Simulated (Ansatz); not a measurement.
`[F][SnH2][AsH2]` + H₂ → `[F][SnH3]` + `[AsH3]` at 600 K and 1 bar (hydrogenolysis of the Sn–As bond).

Calculated with Ansatz (gas phase, PBE0-D4/def2-TZVP geometries, no zero-point term in ΔE). CBS: MP2 limit from def2 TZ/QZ plus the TZ coupled-cluster correction, frozen cores. This one scheme is used for every species. Elements past krypton have def2 core potentials. For As, Sn outer-core shells are correlated without core-valence functions, which leaves a few kJ/mol of doubt a bond. Scalar relativity is left out up to krypton.

```
          species  CCSD(T)/CBS energy (Eh)  H − E (kJ/mol)  S (J/(mol·K))
`[F][SnH2][AsH2]`              -2551.25762           133.0          421.9
               H₂                 -1.17544            43.9          150.8
      `[F][SnH3]`               -315.62493            91.4          313.0
         `[AsH3]`              -2236.79077            81.6          254.3
```

H − E and S are ideal-gas, rigid-rotor, harmonic terms from PBE0-D4/def2-TZVP, for one conformer and one mirror image of each species. For small species the MP2-based limit differs from directly extrapolated CCSD(T) by up to some mEh (0.8 for H₂); such offsets cancel only in part. 1 Eh = 2625.50 kJ/mol, R = 8.31446 J/(mol·K).

Question: By hand: ΔE, ΔH, ΔS and ΔG.

Answer: ΔE = (-315.62493) + (-2236.79077) − (-2551.25762) − (-1.17544) = 0.01736 Eh = 45.6 kJ/mol. Δ(H − E) = 91.4 + 81.6 − 133.0 − 43.9 = -3.9, so ΔH = 41.7 kJ/mol. ΔS = 313.0 + 254.3 − 421.9 − 150.8 = -5.4 J/(mol·K). ΔG = 41.7 − 600 × (-5.4)/1000 = 44.9 kJ/mol.

Question: By hand: the equilibrium constant, and the temperature at which ΔG would vanish if ΔH and ΔS stayed fixed.

Answer: log₁₀ K = −ΔG/(RT ln 10) = -3.9. ΔH and −TΔS have one sign here, so there is no such temperature.

The number of gas molecules stays the same, so ΔS is small and ΔH decides. A doubt of 5 kJ/mol in ΔE shifts log₁₀ K by 0.4 here. Other conformers and mirror images would add mixing entropy, several J/(mol·K) or more a flexible species. These are equilibria of isolated gas molecules and say nothing of rates. Largest T1 diagnostic: 0.014 (customary marks: 0.02 for closed shells, 0.045 for open ones).

ΔS is within the doubt of such terms, so its sign, and with it that verdict, could turn.
